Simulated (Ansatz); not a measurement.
Reaction: H3BO2 (SMILES OBO) → H2BO2 (SMILES O[B]O, doublet) + H (doublet) (the B-H bond breaks)
Each species at its own B3LYP-D3(BJ)/def2-TZVP minimum (Ansatz, a first-principles code), one conformer.

Total energies in hartree (Ansatz). UHF or UKS for unpaired electrons; spin-orbit terms are left out. Correlated methods leave the cores frozen. No relativity. For partners of very few electrons the exact lower level stands in for a higher one.

| species | HF/cc-pVTZ | CCSD(T)/cc-pVTZ | HF/cc-pVQZ | CCSD(T)/cc-pVQZ | CCSD(T)/cc-pVDZ | CCSDT(Q)/cc-pVDZ |
|---|---|---|---|---|---|---|
| 1: H3BO2 (boronic acid, SMILES OBO) | -176.33691 | -176.95613 | -176.35109 | -177.01286 | -176.76640 | -176.76811 |
| 2: H2BO2 (SMILES O[B]O, doublet) | -175.68559 | -176.27020 | -175.69995 | -176.32621 | -176.08418 | -176.08598 |
| 3: H (doublet) | -0.49981 | -0.49981 | -0.49995 | -0.49995 | -0.49928 | -0.49928 |

Problem. Work out the bond dissociation energy (electronic) in kcal/mol: take Hartree-Fock from cc-pVQZ, extrapolate the CCSD(T) correlation energy as X^-3 (X = 3, 4), and add CCSDT(Q) - CCSD(T) in cc-pVDZ. 1 hartree = 627.51 kcal/mol.

Solution. 
Species 1: correlation (64·(-0.66177) - 27·(-0.61922))/37 = -0.69282; step -0.00171; E1 = -176.35109 + (-0.69282) + (-0.00171) = -177.04562
Species 2: correlation (64·(-0.62626) - 27·(-0.58461))/37 = -0.65665; step -0.00180; E2 = -175.69995 + (-0.65665) + (-0.00180) = -176.35840
Species 3: correlation (64·(0.00000) - 27·(0.00000))/37 = 0.00000; step +0.00000; E3 = -0.49995 + (0.00000) + (+0.00000) = -0.49995
-1·E1 +1·E2 +1·E3 = 0.18727 hartree = 117.5 kcal/mol.
